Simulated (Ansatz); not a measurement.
One change: `B[O][GeH2][CH3]` becomes `[CH3][GeH2][O]C=O`.

Ansatz, PBE0-D4/def2-TZVP geometries, multiplicity 1. Each molecule was computed in one conformer, which needn't be the lowest.

Scalar relativity is left out up to krypton.

```
                                          property  `B[O][GeH2][CH3]`
    size of the dipole moment (PBE/def2-TZVPP) / D               2.42
                LUMO energy (PBE0/def2-TZVPP) / eV              -0.22
              HOMO–LUMO gap (PBE0/def2-TZVPP) / eV               7.70
                 LUMO energy (PBE/def2-TZVPP) / eV              -1.23
             LUMO energy (ωB97M-V/def2-TZVPP) / eV               1.60
size of the dipole moment (ωB97M-V/def2-TZVPP) / D               2.44
```

Problem. Give the same properties after the change, and the shifts. (Estimate.)

Solution. The calculation gave: 
```tsv
property	`[CH3][GeH2][O]C=O`	shift
size of the dipole moment (PBE/def2-TZVPP) / D	1.84	-0.58
LUMO energy (PBE0/def2-TZVPP) / eV	0.09	0.31
HOMO–LUMO gap (PBE0/def2-TZVPP) / eV	8.28	0.58
LUMO energy (PBE/def2-TZVPP) / eV	-1.06	0.17
LUMO energy (ωB97M-V/def2-TZVPP) / eV	2.15	0.55
size of the dipole moment (ωB97M-V/def2-TZVPP) / D	1.86	-0.58
```

With PBE0 the HOMO falls by 0.27 eV and the LUMO rises by 0.31 eV, so the gap widens by about 0.58 eV. PBE moves the HOMO by -0.03 eV and ωB97M-V by -0.38 eV. Dipoles are sizes alone; their direction can turn.
